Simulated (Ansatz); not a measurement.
A made-up structure of InBNH₅, singlet:

B1  (1.670, 0.371, -0.876)
In2  (-0.339, 0.661, 0.065)
N3  (-1.307, -0.938, 0.816)
H4  (2.679, 0.423, -0.236)
H5  (1.793, 0.177, -2.051)
H6  (1.857, -0.565, -1.518)
H7  (-0.986, -1.890, 0.762)
H8  (-2.230, -0.888, 1.214)
(Å)

It is relaxed with PBE-D4/def2-SVP and then PBE0-D4/def2-TZVP (Ansatz 0.2.0). Atoms count as bonded within 1.22 times the sum of their covalent radii (H–H: 0.88 Å). The end point is not checked to be a true minimum.

Problem. Does its bonding change? (A judgement: the text doesn't fix the answer.)

Solution. The calculation gives: No: no bond forms or breaks.

Where it ends: The first stage lowers the energy by 3.62 eV in 12 steps. It ends as InBNH₅ ([BH3][In][NH2]):
```xyz
8
angstrom
B 1.9838 0.2426 -1.1466
In 0.1344 -0.3955 -0.0694
N -1.5865 -1.0186 0.7836
H 2.6110 0.7802 -0.2680
H 1.5218 0.9549 -2.0045
H 2.3893 -0.8366 -1.5116
H -1.7336 -1.9739 1.0752
H -2.1837 -0.4031 1.3164
```

Labels in which every atom is bracketed show which atoms are joined, not bond orders.

For scale, one of the runs: PBE0-D4/def2-TZVP relaxation, 142 basis functions, launched by `ansatz run in.yaml --threads 2 --pin off --events-out ev --progress --plain --max-ram 4352MiB`. The run took about 25 s on 2 CPU threads of an Arm Neoverse V1 (shared host).
